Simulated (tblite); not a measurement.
Task: What does the GFN2-xTB structure of `C#CC1=C[C]=CC(Cl)=C1` [radical] look like in three dimensions? (Doublet state.)

Result: 
```xyz
13
C8H4Cl angstrom
C      3.1937   -0.4132   -0.1593
C      2.0124   -0.2067   -0.0918
C      0.6292    0.0694   -0.0079
C      0.1997    1.3896    0.2218
C     -1.1412    1.5944    0.2950
C     -2.1064    0.6409    0.1665
C     -1.6623   -0.6630   -0.0637
Cl    -2.8238   -1.9342   -0.2419
C     -0.3114   -0.9484   -0.1507
H      4.2222   -0.6103   -0.2220
H      0.9230    2.1820    0.3306
H     -3.1599    0.8594    0.2356
H      0.0203   -1.9596   -0.3297
```

Orientation and origin are arbitrary. Atoms count from 1 in this order. The 6-membered ring C3–C4–C5–C6–C7–C9 has internal angles of 116.3° to 126.1°; it is planar, 0.00 Å rms from its mean plane, widest ring torsion 0°. C9 (carbon bonded to 2 C and H) is planar (angles 120.3°, 120.1° and 119.6°, sum 360.0°, 0.00 Å off the plane of its three neighbours). C7 (carbon bonded to 2 C and Cl) is planar (angles 120.9°, 119.8° and 119.3°, sum 360.0°, 0.00 Å off the plane of its three neighbours). C3 (carbon bonded to 3 C) is planar (angles 120.8°, 119.7° and 119.5°, sum 360.0°, 0.00 Å off the plane of its three neighbours).

Bonds between heavy atoms (Å): C1≡C2 1.201, C2–C3 1.413, C3–C4 1.407, C4–C5 1.358, C5–C6 1.363, C6–C7 1.397, C7–Cl8 1.731, C7–C9 1.383, C3–C9 1.393.

Structure optimised with GFN2-xTB, isolated species. This method treats the open shell by occupation alone, without spin polarisation.

Point group: Cs (every atom within 0.08 Å of its image). Its GFN2-xTB frequencies are all real (lowest 114 cm⁻¹).

The numbers are calculated, not measured.
